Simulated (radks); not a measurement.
Problem. Excited configurations of Pm I: one electron is placed in a higher orbital outside [Xe] 4f5 6s1. The ground configuration is [Xe] 4f5 6s2. All-electron calculation, Dirac Kohn-Sham, PBE, spin-unpolarised, spherical densities, finite nucleus; open shells fill j = l - 1/2 first; Fermi nuclear charge, rms radius 4.962 fm. Program: a radial shooting solver on a logarithmic mesh with Libxc functionals. Excitation = E - E(ground); binding = E(ion) - E, where the ion is the core of charge +1; n* = 1/sqrt(2 binding) in atomic units, and the quantum defect is n - n*.

| outer orbital | excitation (eV) | binding (eV) | n* | quantum defect | eigenvalue (eV) | <r> (bohr) |
|---|---|---|---|---|---|---|
| 5d3/2 | 1.775 | 4.093 | 1.823 | 3.177 | -1.240 | 3.640 |
| 5f5/2 | 4.936 | 0.932 | 3.821 | 1.179 | -0.427 | 16.73 |
| 6p1/2 | 2.243 | 3.625 | 1.937 | 4.063 | -1.852 | 5.660 |
| 6d3/2 | 4.375 | 1.493 | 3.019 | 2.981 | -0.721 | 11.47 |
| 6f5/2 | 5.212 | 0.656 | 4.555 | 1.445 | -0.367 | 28.18 |
| 7s1/2 | 3.764 | 2.104 | 2.543 | 4.457 | -1.253 | 10.35 |
| 7d3/2 | 4.933 | 0.935 | 3.815 | 3.185 | -0.535 | 21.18 |
| 7f5/2 | 5.387 | 0.480 | 5.323 | 1.677 | -0.293 | 41.92 |

Estimate the row for 7p1/2.

Solution. excitation (eV) 4.276; binding (eV) 1.591; n* 2.924; quantum defect 4.076; eigenvalue (eV) -0.924; <r> (bohr) 12.92. The Delta-SCF ionisation energy is 5.868 eV (NIST Atomic Spectra Database: 5.582 eV, measured). Self-interaction in the functional shifts the binding energies and quantum defects, so they are the method's values and not measured ones. Spin polarisation and multiplet splitting are left out, so open shells lie too high by an amount that depends on their filling.

Beside tabulated values, note that spin-unpolarised runs miss the spin-polarisation part of the exchange energy of open shells.
